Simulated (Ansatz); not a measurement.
The same ligand exchange along the group O, S, Se.

Program: Ansatz. Geometries: PBE0-D4/def2-TZVP. ΔE: electronic, gas phase. CCSD(T)/CBS adds triple-zeta CCSD(T) − MP2 to the extrapolated MP2 energy (def2 sets, frozen cores). This one scheme is used for every species. def2 core potentials past Kr. For I, Se, Ti outer-core shells are correlated without core-valence functions, which leaves a few kJ/mol of doubt a bond. Scalar relativity is left out up to krypton. Each species was taken in one conformer, which may not be the lowest.

```json
{"reaction": "`[OH][Ti]([F])([F])[F]` + HI → `[F][Ti]([F])([F])[I]` + H₂O", "CCSD(T)/def2-SVP (kcal/mol)": "3.2", "CCSD(T)/CBS(def2) (kcal/mol)": "-2.8"}
{"reaction": "`[F][Ti]([F])([F])[SH]` + HI → `[F][Ti]([F])([F])[I]` + H₂S", "CCSD(T)/def2-SVP (kcal/mol)": "-11.5", "CCSD(T)/CBS(def2) (kcal/mol)": "-11.4"}
{"reaction": "`[F][Ti]([F])([F])[SeH]` + HI → `[F][Ti]([F])([F])[I]` + H₂Se", "CCSD(T)/def2-SVP (kcal/mol)": "-10.5", "CCSD(T)/CBS(def2) (kcal/mol)": "-9.4"}
```

Largest T1 diagnostic: 0.025, for `[F][Ti]([F])([F])[SH]`.
